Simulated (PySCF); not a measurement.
Species: C6H10O.
SMILES: `C=CC(=O)C(C)C`

Jobs on this species (17 atoms, 54 electrons) with PySCF (density fitting). Hardware of each: one thread, x86-64 server (shared host). Times come from a shared host and carry two figures at best.

| level and settings | work | basis functions | SCF cycles | wall time |
| --- | --- | --- | --- | --- |
| PBE0/def2-TZVP | shieldings, charges and field gradients | 277 | ? | ? |
| PBE0/pcSseg-0 | shieldings, charges and field gradients | 83 | ? | ? |
| PBE0-D3(BJ)/def2-SVP, grid level 1 | geometry optimisation from a GFN2-xTB start | 148 | 41 | 44 s |
| B3LYP/pcJ-1 | spin–spin couplings from 16 perturbed nuclei, spin–dipole term left out | 289 | 15 | 65 s |
| PBE0/pcSseg-1 | shieldings, charges and field gradients | 169 | 14 | 18 s |
| wB97X-D/pcSseg-1 | shieldings | 169 | 14 | 23 s |
| B3LYP/def2-SVPD | 10 singlets by full TDDFT, 4 Tamm–Dancoff triplets, polarisability, ΔSCF ions | 223 | 14 | 2.7 min |
| delta-SCF UKS SCAN, pcX-2 on the ionised atom, pcseg-1 elsewhere, spin-free X2C | ΔSCF core ionisation, 6 holes | 179 | 115 | 74 s |
| PBE0/aug-cc-pVDZ | shieldings, charges and field gradients | 251 | 14 | 40 s |

Question: Fill in the missing figures.

Answer: 
- PBE0/def2-TZVP; shieldings, charges and field gradients: 51 s, 14 SCF cycles
- PBE0/pcSseg-0; shieldings, charges and field gradients: 8.3 s, 14 SCF cycles

Question: What do all jobs in the table cost together?

Answer: About 8.1 min; the longest takes about 33 % of that, and about 20 times as long as the shortest.
